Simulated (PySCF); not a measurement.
**ITcN: from structure and modes to constants**

Method: UPBE0/[Tc def2-TZVP with ECP28, N def2-TZVP, I def2-TZVP with ECP28], scalar-relativistic core potentials, density fitting, no spin–orbit coupling, PySCF.

The doublet minimum has Cs symmetry. Masses (u): Tc 98.90722, N 14.00307, I 126.90447.

```xyz
3
charge 0 multiplicity 2, angstrom
Tc   -1.1147    0.0000   -0.7388
N    -2.4907    0.0000    0.0210
I     1.1468    0.0000    0.5752
```

Harmonic wavenumbers (cm⁻¹): 125.8 (a', ×1), 232.3 (a', ×1), 1227.3 (a', ×1).

(1) What is the harmonic zero-point energy?

(2) Find the vibrational entropy and heat capacity at 298.15 K.

(3) Give the standard entropy (298.15 K, 1 bar) by its translational, rotational, vibrational and spin parts, and Cp.

Results:

(1) Half the sum of all 3 wavenumbers, 1585/2 = 793 cm⁻¹, which is 9.5 kJ/mol (1 cm⁻¹ = 0.0119627 kJ/mol).

(2) With u = 1.43878 ω/T, each mode gives S = R[u/(eᵘ−1) − ln(1−e⁻ᵘ)] and C = R u² eᵘ/(eᵘ−1)².
```tsv
ω (cm⁻¹)	u	S (J/(mol K))	C (J/(mol K))
125.8	0.607	12.59	8.06
232.3	1.121	7.79	7.50
1227.3	5.922	0.15	0.79
```
The sums over all modes are S = 20.5 and C = 16.3 J/(mol K); the softest mode gives 61 % of the entropy.

(3) Sackur–Tetrode with M = 239.81 u gives 177.2; rotation with symmetry number 1 gives 112.0; vibration 20.5; spin R ln 2 = 5.8. The total is 315.5 J/(mol K), and Cp = 4 R + 16.3 = 49.6 J/(mol K).

Only a few start shapes were tried, so a lower isomer may exist. With open d or f shells other occupations or spin states may lie lower. Spin–orbit coupling, left out here, can matter for elements this heavy.
